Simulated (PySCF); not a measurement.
Compound: C4H4N4SSi.
Numbering: `[SiH3:1][c:2]1[cH:3][n:4][c:5]2[n:6][s:7][n:8][c:9]2[n:10]1` (hydrogens: H11, H12, H13 on Si1; H14 on C3)

Computed, not measured: PySCF 2.14.0, PBE0-D3(BJ)/def2-SVP geometry optimisation, gas phase.

(1) List the bond lengths and angles at this level.

Answers

(1) 
```tsv
bond	length (Å)
Si1–C2	1.902
C2–C3	1.449
C3–N4	1.303
N4–C5	1.353
C5–N6	1.331
N6–S7	1.624
S7–N8	1.623
N8–C9	1.332
C9–N10	1.352
C2–N10	1.315
C5–C9	1.447
Si1–H11, Si1–H12, Si1–H13	1.492
C3–H14	1.098
```

Bonds in one row agree within 0.01 Å and their mean is given. A selection of angles:
```tsv
angle	degrees
Si1–C2–C3	120.7
Si1–C2–N10	117.5
C3–C2–N10	121.8
C2–C3–N4	124.6
C3–N4–C5	114.2
N4–C5–N6	124.5
N4–C5–C9	122.0
N6–C5–C9	113.6
C5–N6–S7	105.9
N6–S7–N8	101.2
S7–N8–C9	105.9
N8–C9–N10	124.4
C5–C9–N8	113.5
C5–C9–N10	122.2
C2–N10–C9	115.2
```

The 5-membered ring C5–N6–S7–N8–C9 has internal angles of 101.2° to 113.6° (sum 540°, against 540° for a flat polygon); it is planar, 0.00 Å rms from its mean plane, widest ring torsion 0°. Si1 (SiH3 silicon) is tetrahedral (angles from 108.1° to 110.9°). N10 (pyridine-type nitrogen) is bent (angle 115.2°). S7 (ring sulfur) is bent (angle 101.2°). The 10 heavy atoms lie in one plane (0.001 Å rms). The C–N distances run from 1.303 Å (C3–N4, aromatic) to 1.353 Å (N4–C5, aromatic), a spread of 0.050 Å. The 6-membered ring C2–C3–N4–C5–C9–N10 has internal angles of 114.2° to 124.6° (sum 720°, against 720° for a flat polygon); it is planar, 0.00 Å rms from its mean plane, widest ring torsion 0°.

No PBE0-D3(BJ)/def2-SVP frequencies stand behind this structure, so it isn't proved a minimum.
